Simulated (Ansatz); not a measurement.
GeH6O2Si, SMILES `O[SiH](O)[GeH3]`. Total charge 0; spin multiplicity 1.

| atom | x (Å) | y (Å) | z (Å) |
| --- | --- | --- | --- |
| O1 | -0.574 | -1.581 | -1.190 |
| Si2 | -0.184 | -0.926 | 0.267 |
| O3 | -1.476 | -0.694 | 1.258 |
| Ge4 | 0.952 | 1.151 | -0.066 |
| H5 | -0.922 | -1.012 | -1.877 |
| H6 | 0.638 | -1.950 | 0.942 |
| H7 | -2.027 | 0.079 | 1.128 |
| H8 | 0.010 | 2.155 | -0.768 |
| H9 | 2.195 | 0.991 | -0.958 |
| H10 | 1.388 | 1.788 | 1.264 |

Task: What are the harmonic wavenumbers in cm⁻¹ at PBE0-D4/def2-TZVP (Ansatz, finite differences of forces, unscaled)? (Best estimate.)

Result: Ansatz gave: 52, 115, 163, 178, 290, 298, 373, 451, 464, 752, 771, 773, 853, 870, 885, 886, 907, 944, 2114, 2144, 2150, 2270, 3928, 3929.

Task: Is this a minimum?

Result: Yes, all 24 modes are real.

Task: Give the ideal-gas thermochemistry at 298.15 K and 1 bar (rigid rotor, harmonic oscillator; point group Cs, symmetry number 1).

Result: Zero-point energy 158.9 kJ/mol; H(298) − E = 182.1 kJ/mol; entropy 368.1 J/(mol·K), of which translation 170.4, rotation 114.5, vibration 83.2; G(298) − E = 72.4 kJ/mol. Modes under 100 cm⁻¹ are hindered rotations or soft bends, so the harmonic entropy is rough.

Task: And at 400, 500, 600, 800 and 1000 K?

Result: 
```csv
T (K),H − E (kJ/mol),S (J/mol/K),G − E (kJ/mol)
400,195.3,405.9,32.9
500,209.9,438.5,-9.4
600,225.7,467.4,-54.7
800,260.2,516.8,-153.3
1000,297.2,558.1,-260.9
```
